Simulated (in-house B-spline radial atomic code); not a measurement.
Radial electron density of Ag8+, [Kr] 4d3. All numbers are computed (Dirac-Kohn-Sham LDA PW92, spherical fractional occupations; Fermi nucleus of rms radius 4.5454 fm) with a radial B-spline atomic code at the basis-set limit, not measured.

Columns: r (bohr), 4πr²n(r) (electrons per bohr), bar.

```
 0.00112    1.529 #
 0.00135    2.126 #
 0.00164    2.982 ##
 0.00199    4.151 ##
 0.00242    5.757 ###
 0.00293     7.86 #####
 0.00356    10.68 ######
 0.00431    14.26 ########
 0.00523    18.81 ###########
 0.00635    24.39 ##############
  0.0077    30.87 ##################
 0.00934    38.08 ######################
  0.0113    45.41 ##########################
  0.0137    52.27 ##############################
  0.0167    57.74 #################################
  0.0202    60.52 ###################################
  0.0245    60.34 ###################################
  0.0297    57.59 #################################
  0.0361    53.94 ###############################
  0.0437    52.25 ##############################
  0.0531    54.96 ################################
  0.0644    62.38 ####################################
  0.0781    71.27 #########################################
  0.0947     75.9 ############################################
   0.115    71.93 ##########################################
   0.139    61.42 ####################################
   0.169    51.88 ##############################
   0.205     51.3 ##############################
   0.249    57.82 ##################################
   0.301    60.55 ###################################
   0.366    51.24 ##############################
   0.443    34.21 ####################
   0.538    20.45 ############
   0.652    16.12 #########
   0.791    16.38 #########
    0.96    14.41 ########
    1.16    9.379 #####
    1.41    4.231 ##
    1.71    1.327 #
    2.08   0.2711 
    2.52  0.03637 
    3.06 0.002772 
    3.71 0.0001109
```

On this grid the curve has 4 maxima, near 0.0202, 0.0947, 0.301, 0.791 bohr.

The 4p1/2 radial function P(r) = rR(r), positive near the nucleus, with its small component Q(r) (sign convention: Q ≈ (P' + κP/r)/2c):

```json
{"r (bohr)": "0.000759", "P": "0.001397", "Q": "0.005633"}
{"r (bohr)": "0.00112", "P": "0.002273", "Q": "0.008025"}
{"r (bohr)": "0.00164", "P": "0.00377", "Q": "0.01129"}
{"r (bohr)": "0.00242", "P": "0.006511", "Q": "0.01587"}
{"r (bohr)": "0.00356", "P": "0.01151", "Q": "0.02198"}
{"r (bohr)": "0.00523", "P": "0.02072", "Q": "0.02987"}
{"r (bohr)": "0.0077", "P": "0.03781", "Q": "0.0396"}
{"r (bohr)": "0.0113", "P": "0.06834", "Q": "0.05038"}
{"r (bohr)": "0.0167", "P": "0.1219", "Q": "0.06053"}
{"r (bohr)": "0.0245", "P": "0.2047", "Q": "0.06593"}
{"r (bohr)": "0.0361", "P": "0.3169", "Q": "0.06124"}
{"r (bohr)": "0.0531", "P": "0.4214", "Q": "0.04147"}
{"r (bohr)": "0.0781", "P": "0.4229", "Q": "0.008005"}
{"r (bohr)": "0.115", "P": "0.1872", "Q": "-0.02519"}
{"r (bohr)": "0.169", "P": "-0.2925", "Q": "-0.03535"}
{"r (bohr)": "0.249", "P": "-0.6675", "Q": "-0.01407"}
{"r (bohr)": "0.366", "P": "-0.3701", "Q": "0.01477"}
{"r (bohr)": "0.538", "P": "0.5685", "Q": "0.02108"}
{"r (bohr)": "0.791", "P": "1.2", "Q": "0.007378"}
{"r (bohr)": "1.16", "P": "0.898", "Q": "-0.002289"}
{"r (bohr)": "1.71", "P": "0.2856", "Q": "-0.001944"}
{"r (bohr)": "2.52", "P": "0.0312", "Q": "-0.0002899"}
```
